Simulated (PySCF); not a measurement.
C3H8BNO, SMILES C1OCB1NC. Geometry optimised at PBE0-D3(BJ)/def2-SVP. This is a generated structure with no PubChem entry under its InChIKey; it may be hypothetical. The values are those of a single conformer.

Computed equilibrium geometry at PBE0-D3(BJ)/def2-SVP (PySCF confirms it by a frequency run) as bond lengths and angles, and its point group (one conformer of several):
point group Cs.
Atoms: C1 N2 B3 C4 O5 C6 H7 H8 H9 H10 H11 H12 H13 H14. Bonds (Å): C1–N2 1.442, C1–H7 1.099, C1–H8 1.103, C1–H9 1.103, N2–B3 1.384, N2–H10 1.014, B3–C4 1.588, B3–C6 1.588, C4–O5 1.438, C4–H11 1.107, C4–H12 1.107, O5–C6 1.438, C6–H13 1.107, C6–H14 1.107. Angles (°): N2–C1–H7 109.4, N2–C1–H8 112.0, N2–C1–H9 112.0, H7–C1–H8 107.8, H7–C1–H9 107.8, H8–C1–H9 107.8, C1–N2–B3 126.4, C1–N2–H10 114.7, B3–N2–H10 119.0, N2–B3–C4 137.5, N2–B3–C6 137.3, C4–B3–C6 85.2, B3–C4–O5 89.0, B3–C4–H11 117.8, B3–C4–H12 117.8, O5–C4–H11 111.9, O5–C4–H12 111.9, H11–C4–H12 107.4, C4–O5–C6 96.8, B3–C6–O5 89.0, B3–C6–H13 117.8, B3–C6–H14 117.8, O5–C6–H13 111.9, O5–C6–H14 111.9, H13–C6–H14 107.3.
Charge 0, spin multiplicity 1.
